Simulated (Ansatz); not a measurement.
Total energies of the cluster Li2Al4 (the lowest singlet isomer of a short search) from Ansatz at r2SCAN-D4/def2-TZVPD, gas phase (1 Eh = 27.2114 eV = 2625.5 kJ/mol). The reference geometry is relaxed at r2SCAN-D4/def2-SVP.

```xyz
6

Li    0.179   -1.594   -2.617
Li   -1.887    0.296    0.831
Al    0.460   -1.458    0.081
Al    0.398    2.071    0.835
Al    0.203    0.770   -1.300
Al    0.648   -0.085    2.171
```

| state | geometry | energy (Eh) |
| --- | --- | --- |
| charge 0 singlet | reference | -984.67200 |
| charge -1 doublet | reference | -984.71020 |
| free Li atom (doublet) | – | -7.47953 |
| free Al atom (doublet) | – | -242.33061 |

Work out the vertical electron affinity, to the doublet.

E(charge 0 singlet) − E(charge -1 doublet) = -984.67200 − (-984.71020) = 0.03820 Eh = 1.04 eV.

What is the binding energy per atom against free atoms?

Atoms: 2 × (-7.47953) + 4 × (-242.33061) = -984.28150 Eh. Binding: -984.28150 − (-984.67200) = 0.39050 Eh = 10.63 eV, or 1.77 eV for each of 6 atoms (no zero-point energy, no counterpoise term).

The restricted singlet is unstable towards broken spin symmetry in Hartree–Fock (as tested in another run); at r2SCAN-D4/def2-TZVPD this wasn't settled. At r2SCAN-D4/def2-TZVPD the highest occupied level of the charge -1 doublet lies above zero (up to 0.53 eV). By energy differences its removal costs 1.04 eV (vertical, to the charge 0 singlet, at r2SCAN-D4/def2-TZVPD); a positive level beside a positive removal energy at the same level points to self-interaction error. 

The structure comes from a short search, and lower isomers may exist.
